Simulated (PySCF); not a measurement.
Ligand exchange on a metal centre used in film growth or etching (Nb F-NH2). Isolated molecules, 0 K electronic values unless said otherwise. One relaxed conformer stands for each flexible species; it need not be the lowest.

All values below come from TPSSh-D3(BJ)/def2-TZVP // r2SCAN-D4/def2-SVP (PySCF). 

```
species                                    HOMO–LUMO gap (eV)  LUMO (eV)  coordination number  charge on the central atom (Mulliken) (e)
-----------------------------------------  ------------------  ---------  -------------------  -----------------------------------------
0 of 5 F replaced by NH2                                 7.27      -3.90                    5                                       2.02
1 of 5 F replaced by NH2 ([Nb(F)4(NH2)])                 4.59      -3.57                    5                                        [?]
2 of 5 F replaced by NH2                                  [?]      -3.22                  [?]                                       1.94
3 of 5 F replaced by NH2 ([Nb(F)2(NH2)3])                3.63      -2.67                  [?]                                       1.94
```

### Question
What belongs in the gaps?

### Answer

- 1 of 5 F replaced by NH2 ([Nb(F)4(NH2)]), charge on the central atom (Mulliken) (e): 1.96
- 2 of 5 F replaced by NH2, HOMO–LUMO gap (eV): 4.02
- 2 of 5 F replaced by NH2, coordination number: 5
- 3 of 5 F replaced by NH2 ([Nb(F)2(NH2)3]), coordination number: 5
